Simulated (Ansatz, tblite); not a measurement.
Removing and adding an electron: Ga6N7H20⁺, a cluster cut from zinc blende GaN (hydrogen-capped). Charge 1, multiplicity 1. Geometry: r2SCAN-D4/def2-SVP. Ansatz, gas phase; energy differences of separate SCF runs; the oxidised species was run as a doublet alone; the reduced species was run as a doublet alone.

```xyz
33

N    -0.895   -2.355    1.431
N    -0.288    3.313   -0.502
N    -1.409   -0.804   -1.209
N    -0.772    0.792    1.328
N     1.826   -0.928    1.711
N     1.291    0.624   -0.964
N     1.151   -2.522   -0.844
Ga   -1.732    2.435    0.582
Ga   -1.836   -0.697    0.727
Ga    1.034   -2.632    1.123
Ga    0.570    2.249   -1.972
Ga    0.473   -0.884   -1.838
Ga    1.127    0.832    0.954
H    -1.412   -3.179    1.101
H    -1.073   -2.375    2.442
H     0.410    3.772    0.093
H    -0.753    4.095   -0.978
H    -1.971   -1.532   -1.662
H    -1.783    0.071   -1.609
H    -0.896    0.911    2.339
H     1.768   -0.866    2.734
H     2.838   -0.953    1.544
H     2.289    0.651   -1.199
H     0.707   -3.351   -1.256
H     2.133   -2.637   -1.121
H    -2.721    1.830   -0.485
H    -2.134    3.334    1.789
H    -3.338   -0.808    1.094
H     1.634   -3.915    1.756
H    -0.638    1.662   -2.798
H     1.789    3.016   -2.563
H     0.666   -1.133   -3.356
H     1.947    1.985    1.608
```

The xTB rows come from tblite. Single mean-field runs in def2-TZVP are fitted with def2-universal-jkfit.

```csv
level,−HOMO (eV),vertical IE (eV),−LUMO (eV),vertical EA (eV),HOMO–LUMO gap (eV),IE − EA (eV)
GFN2-xTB,14.20,16.27,9.46,7.53,4.74,8.74
PBE-D4/def2-TZVP,9.42,–,4.63,3.03,4.79,–
PBE0-D4/def2-TZVP,10.65,12.30,3.79,2.70,6.86,9.61
```

(1) Estimate the rows for GFN1-xTB, B97M-V/def2-TZVP.

## Answers

(1) 
| level | −HOMO (eV) | vertical IE (eV) | −LUMO (eV) | vertical EA (eV) | HOMO–LUMO gap (eV) | IE − EA (eV) |
| --- | --- | --- | --- | --- | --- | --- |
| GFN1-xTB | 13.42 | 15.41 | 7.99 | 6.14 | 5.43 | 9.28 |
| B97M-V/def2-TZVP | 9.85 | – | 4.61 | 3.12 | 5.25 | – |

Relaxing the oxidised species (r2SCAN-D4/def2-SVP) changes its energy by -1.52 eV at PBE0-D4/def2-TZVP, so the adiabatic ionisation energy to this nearest minimum is 10.79 eV. In the charge 2 doublet, H26 and H30 lie 0.97 Å apart (atoms count from 1), so these atoms are partly bonded to each other. Relaxing the reduced species (r2SCAN-D4/def2-SVP) changes its energy by -0.40 eV at PBE-D4/def2-TZVP, so the adiabatic electron affinity to this nearest minimum is 3.43 eV. At PBE0-D4/def2-TZVP it is 3.29 eV.  Run but left out: PBE-D4/def2-TZVP, B97M-V/def2-TZVP (charge +2 doublet: an occupied level 0.08 to 0.09 eV above an empty one).   Raw xTB energy differences between charge states are shifted by several eV; the methods need an empirical correction for them.
